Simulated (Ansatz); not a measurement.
BH2Sb: where a starting geometry ends

The starting geometry of this gas-phase singlet was optimised with GFN2-xTB; its bonds are those of `[BH]=[SbH]`.

| atom | x (Å) | y (Å) | z (Å) |
| --- | --- | --- | --- |
| B | -2.5486 | -0.3834 | -0.2078 |
| Sb | -1.4407 | -1.6426 | -1.2695 |
| H | -3.4296 | 0.2468 | 0.1885 |
| H | -0.0268 | -1.4071 | -0.4026 |

Question: Predict what it relaxes into with PBE0-D3(BJ)/def2-SVP.

Answer: A new bond forms, giving a structure with H4 bridging B1 and Sb2, given below by its coordinates. Distances that change by over a tenth: Sb2–H4 (1.68 → 1.98 Å). Contacts that close: B1–H4 (2.73 → 1.33 Å).

The energy falls by 0.73 eV over 12 steps:

| step | E − E(last) (eV) |
| --- | --- |
| 1 | 0.730 |
| 2 | 0.625 |
| 3 | 0.589 |
| 5 | 0.510 |
| 6 | 0.407 |
| 7 | 0.193 |
| 8 | 0.012 |
| 10 | 0.000 |
| 11 | 0.000 |
| 12 | 0.000 |

Final geometry (Å):

```yaml
atoms:
  - { symbol: B, position_ang: [-2.2317, -0.6102, -0.3507] }
  - { symbol: Sb, position_ang: [-1.4229, -1.9344, -1.6140] }
  - { symbol: H, position_ang: [-2.8427, 0.1626, 0.3290] }
  - { symbol: H, position_ang: [-0.9483, -0.8042, -0.0556] }
```

Frequencies at the end are all real (lowest 541 cm⁻¹). Atoms past krypton carry core potentials, without spin–orbit terms. Run with Ansatz 0.2.0, 17 s on 1 thread of Arm Neoverse V1, with other jobs on the host.
